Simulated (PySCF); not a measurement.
SMILES C[Si](O)(O)/C=C/[SiH2]N (C3H11NO2Si2) at its GFN2-xTB optimised geometry (Å):

```
19

Si    -0.2564     1.7645     0.2494
C      0.7128     2.7687    -1.0370
O     -1.8818     1.8650     0.0400
O      0.0260     2.4781     1.6851
C      0.2983    -0.0430     0.2328
C     -0.4824    -1.0966     0.0000
Si     0.0669    -2.8953     0.0000
N      1.7903    -2.8953     0.0000
H      0.3125     3.7738    -1.1268
H      1.7548     2.8571    -0.7509
H      0.6796     2.3069    -2.0196
H     -2.2756     1.5326    -0.7600
H     -0.6186     2.3912     2.3824
H      1.3454    -0.2360     0.4329
H     -1.5357    -0.9184    -0.1906
H     -0.5624    -3.5602    -1.1599
H     -0.3173    -3.6000     1.2264
H      2.2740    -3.7738     0.0868
H      2.2756    -2.3025    -0.6539
```

Level of theory: CAM-B3LYP/def2-SVP run with PySCF.

Map of the Laplacian of the electron density (e/bohr⁵) on the plane z = 1.0 Å:

```
|***************************|
|***************************|
|***************************|
|***************************|
|***************************|
|***************************|
|************#%#************|
|***********#@@@#***********|
|********#####*@#***********|
|********#%#*@@#************|
|*********##*#**************|
|***************************|
|**************##***********|
|************#*###**********|
|************#####**********|
|*************##************|
|***************************|
|***************************|
|***************************|
|****************###********|
|************--**###********|
|************ :*************|
|***************************|
|***************************|
|***************************|
|***************************|
|***************************|
```
Scale: ten equal steps from -0.595 (start of ' ') to 0.370 (end of '@'), in the order ' .:-=+*#%@'; x runs from -6.00 to 6.00, y from -6.00 (bottom) to 6.00 (top).
